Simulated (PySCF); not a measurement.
**Distorted geometries of [Yb(NH3)3]2+**

[Yb(NH3)3]2+ (singlet in the valence; each metal's 4f electrons, 14 of them, lie in its core potential, out of spins and levels). PySCF 2.14.0, RKS TPSS, Yb lcecp-0-SVP with ECP60, N def2-SVP, H def2-SVP; non-relativistic Hamiltonian with scalar-relativistic core potentials where named; density fitting; no spin-orbit coupling. Relaxed geometry:

```xyz
13

Yb    0.0000    0.0000    0.0000
N     2.5833    0.0001    0.0000
H     3.0204   -0.4687    0.8118
H     3.0204   -0.4687   -0.8118
H     3.0206    0.9373    0.0000
N    -1.2918    2.2371    0.0000
H    -1.1043    2.8501    0.8118
H    -1.1043    2.8501   -0.8118
H    -2.3221    2.1473    0.0000
N    -1.2915   -2.2372    0.0000
H    -1.9161   -2.3814    0.8118
H    -1.9161   -2.3814   -0.8118
H    -0.6985   -3.0846    0.0000
```

Problem. Order these distorted geometries by energy above the relaxed one, lowest first.
A.
```xyz
13

Yb    0.0369   -0.1473    0.0834
N     2.6066    0.2064   -0.0045
H     3.0676   -0.6158    0.7917
H     2.9736   -0.4455   -1.0457
H     2.9894    1.0177   -0.0167
N    -1.3860    2.2240    0.0356
H    -1.1369    2.8458    0.9316
H    -0.9991    3.0237   -0.9948
H    -2.2859    1.9498    0.0614
N    -1.3111   -2.3450    0.1232
H    -1.8625   -2.4169    0.7862
H    -1.9527   -2.2922   -0.8736
H    -0.7400   -3.0047    0.1222
```
B.
```xyz
13

Yb    0.0162    0.0110   -0.0163
N     2.5949    0.0116    0.0390
H     3.0246   -0.4719    0.8683
H     3.0345   -0.4496   -0.8353
H     3.0600    0.9859   -0.0396
N    -1.3234    2.2219    0.0102
H    -1.0883    2.8276    0.8209
H    -1.0730    2.8527   -0.8411
H    -2.3453    2.1393    0.0093
N    -1.3253   -2.2770   -0.0218
H    -1.9374   -2.4647    0.7917
H    -1.9299   -2.3834   -0.8140
H    -0.7074   -3.0034    0.0288
```
C.
```xyz
13

Yb   -0.0686   -0.1124    0.0626
N     2.5745    0.1499    0.0753
H     3.0622   -0.5311    0.6429
H     2.9146   -0.3779   -0.7002
H     3.2744    1.0865    0.0677
N    -1.3296    2.2332   -0.3578
H    -0.8429    2.5990    0.7585
H    -0.8894    2.8035   -0.8022
H    -2.5996    2.3157   -0.1389
N    -1.3489   -2.2638    0.2061
H    -1.9546   -2.3865    0.7268
H    -2.0458   -2.4553   -0.8137
H    -0.7462   -3.0608    0.2730
```

Solution. B (0.39 eV), A (5.82 eV), C (6.23 eV).

Problem. Which forces (eV/Å) act in the one that lies 6.23 eV up?

Solution. 
```
Yb    0.13   0.82  -0.20
N     1.35   2.69   0.25
H     0.40   0.02   2.21
H     0.21  -0.02  -2.69
H    -2.26  -2.92   0.16
N    -8.56  -9.77  13.62
H    -2.17  -1.09  -3.56
H     5.90  10.14  -8.39
H     5.12   0.45  -1.37
N    10.88   3.25 -16.46
H   -14.51  -2.78  13.37
H     2.86   0.49   3.25
H     0.65  -1.28  -0.18
```
Forces carry noise of the integration grid, about 0.01 to 0.03 eV/Å.

No frequency check is given that shows the relaxed geometry to be a minimum. An lcecp potential fixes the number of 4f electrons, so in runs with it no electron can move into or out of that shell.
